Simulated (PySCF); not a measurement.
Gas-phase reaction: 2 TaCl₄NH₂ + 3 Cl₂ → 2 TaCl₅ + 2 N + 4 HCl, at 1800 K and a standard pressure of 1 bar. Level: CCSD(T)/def2-SVP†.

Energies from PySCF, thermal terms from the rigid-rotor harmonic-oscillator model, ideal gas at 1 bar. † marks an energy on the PBE0/def2-TZVP geometry and frequencies. CCSD(T) freezes the core. Open shells (unrestricted): N (multiplicity 4); the rest are closed-shell singlets. Ta: scalar-relativistic def2 core potential, no spin-orbit coupling. TaCl₄NH₂: computed as isolated molecules; such fragments, hydroxides, amides, oligomers or adducts are transient or little studied in the gas. CCSD(T) isn't extrapolated to the basis-set limit. The harmonic model lacks anharmonicity and excited electronic states, which grow with temperature; levels with a mode under 35 cm⁻¹ are left out. Soft modes under 120 cm⁻¹ make the harmonic entropy rough for TaCl₄NH₂, TaCl₅.

```tsv
species	E (Ha)	H(1800 K) − E (kJ/mol)	S°(1800 K) (J/mol/K)
TaCl₄NH₂	-1950.72155	351.4	692.8
Cl₂	-918.95797	67.6	287.9
TaCl₅	-2354.47293	240.2	640.3
N	-54.42172	37.4	190.7
HCl	-460.10218	73.9	241.9
```
E: electronic energy; H − E holds the zero-point and thermal terms. 1 Ha = 2625.5 kJ/mol.

Question: Work out ΔH°, ΔS°, ΔG° and log10 K from these numbers.

Answer: 1. ΔE = 2×(-2354.47293) + 2×(-54.42172) + 4×(-460.10218) − 2×(-1950.72155) − 3×(-918.95797) = 0.11899 Ha = 312.4 kJ.
2. Δ(H − E) = 2×(240.2) + 2×(37.4) + 4×(73.9) − 2×(351.4) − 3×(67.6) = -54.8 kJ, so ΔH° = 257.6 kJ.
3. ΔS° = 2×(640.3) + 2×(190.7) + 4×(241.9) − 2×(692.8) − 3×(287.9) = 380.3 J/K; the number of gas molecules changes by +3.
4. ΔG° = ΔH° − TΔS° = 257.6 − 1800×(380.3)/1000 = -426.9 kJ.
5. log10 K = −ΔG°/(RT ln 10) = 12.39, with RT ln 10 = 34.46 kJ/mol; at standard pressures the products are favoured.
6. A shift of 10 kJ in ΔE would move log10 K by 0.29 here.
For scale, ΔH°(298 K) is 262 kJ at this level, 482 kJ at ωB97M-V/def2-TZVP†, and runs from -99 to 740 kJ over the 16 levels computed.
